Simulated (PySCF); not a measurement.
**H$_{10}$Si$_{4}$: calculation and literature**

Structure with atom numbers: `[SiH3:1][SiH:2]([SiH3:3])[SiH3:4]`; H(Xn) means a hydrogen on atom n.

What is known from experiment: δ ²⁹Si Si1/Si3/Si4 -93.6; Si2 -136.3 ppm (measured; C. Corminboeuf, T. Heine, J. Weber, Chem. Phys. Lett. 357 (2002) 1).

No relativistic terms, fast rotation and ring inversion assumed for equivalent nuclei, a single conformation, gas phase. Geometry: PBE0-D3(BJ)/def2-TZVP; B97-2/pcSseg-2 with gauge-including orbitals; PySCF.

Q: How close does the calculation come?

A: 
Reference values: measured (C. Corminboeuf, T. Heine, J. Weber, Chem. Phys. Lett. 357 (2002) 1).
```
      atoms       quantity  reference  computed  computed, scaled
Si1/Si3/Si4  δ ²⁹Si vs TMS      -93.6    -101.0             -97.6
        Si2  δ ²⁹Si vs TMS     -136.3    -135.9            -127.3
```

Computed shifts are σ(ref) − σ with the named reference compound (TMS for H and C) calculated as an isolated molecule at the same level. The measured values may be among those fitted. Shieldings were converted by a linear fit to measured shifts: ²⁹Si (scatter 5.7 ppm rms, 29.0 ppm with the 5 outliers that the fit left out vs TMS, solution or neat liquid). Occasional misses reach two or three times the rms, and more in compound classes unlike the fitted ones.

Q: How far are the unscaled ²⁹Si shifts from the references?

A: Mean signed difference -3.50 ppm, mean absolute 3.90 ppm over 2 comparisons; the largest is -7.4 ppm at Si1/Si3/Si4 (silicon bonded to Si, 3 H).
